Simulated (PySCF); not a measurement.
**Heteronuclear NMR**

Geometry (Å), atoms numbered from 1 in this order:
```xyz
12

C    -2.677    0.074   -0.597
N    -1.414    0.155   -0.572
C    -0.670   -0.257    0.477
F    -1.298   -0.783    1.574
C     0.668   -0.190    0.536
O     1.400    0.314   -0.498
C     2.730    0.352   -0.367
O     3.362   -0.015    0.576
H    -3.180    0.434   -1.481
H    -3.288   -0.336    0.208
H     1.217   -0.532    1.404
H     3.152    0.784   -1.286
```

One conformer, no relativistic terms, no solvent. Geometry from GFN2-xTB; GIAO PBE0/pcSseg-1 shieldings; PySCF 2.14.

Question: Predict the 19F NMR data.

Answer: 
| atoms | environment | σ (ppm) | δ (ppm) |
| --- | --- | --- | --- |
| F4 | vinylic fluorine | 321.4 | -144.1 |

Shieldings were converted by a linear fit to measured shifts: 19F: δ = 146.13 − 0.903σ +14.6 on sp3 carbon (rms 6.0 ppm, 223 shifts, 7.0 ppm with the 5 outliers that the fit left out vs CFCl3, solution or neat liquid). Occasional misses reach two or three times the rms, and more in compound classes unlike the fitted ones.

On a 400 MHz spectrometer 19F resonates near 376.4 MHz, so 1 ppm is 376.4 Hz.

Question: Predict the 15N NMR data.

Answer: 
| atoms | environment | σ (ppm) | δ (ppm) |
| --- | --- | --- | --- |
| N2 | imine nitrogen | -91.2 | -64.0 |

Shieldings were converted by a linear fit to measured shifts: 15N: δ = -148.07 − 0.921σ (rms 6.3 ppm, 71 shifts vs CH3NO2, solution or neat liquid). A few per cent of atoms miss by over 2 rms, more outside the fitted compound classes.

On a 600 MHz spectrometer 15N resonates near 60.8 MHz, so 1 ppm is 60.8 Hz.

Question: Predict the 17O NMR data.

Answer: 
| atoms | environment | σ (ppm) | δ (ppm) |
| --- | --- | --- | --- |
| O8 | ester carbonyl oxygen | -109.2 | 366.2 |
| O6 | ester alkoxy oxygen | 95.0 | 180.1 |

Shieldings were converted by a linear fit to measured shifts: 17O: δ = 266.70 − 0.911σ (rms 10.7 ppm, 155 shifts, 12.2 ppm with the 3 outliers that the fit left out vs liquid water, solution or neat liquid). A few per cent of atoms miss by over 2 rms, more outside the fitted compound classes.

On a 400 MHz spectrometer 17O resonates near 54.2 MHz, so 1 ppm is 54.2 Hz.
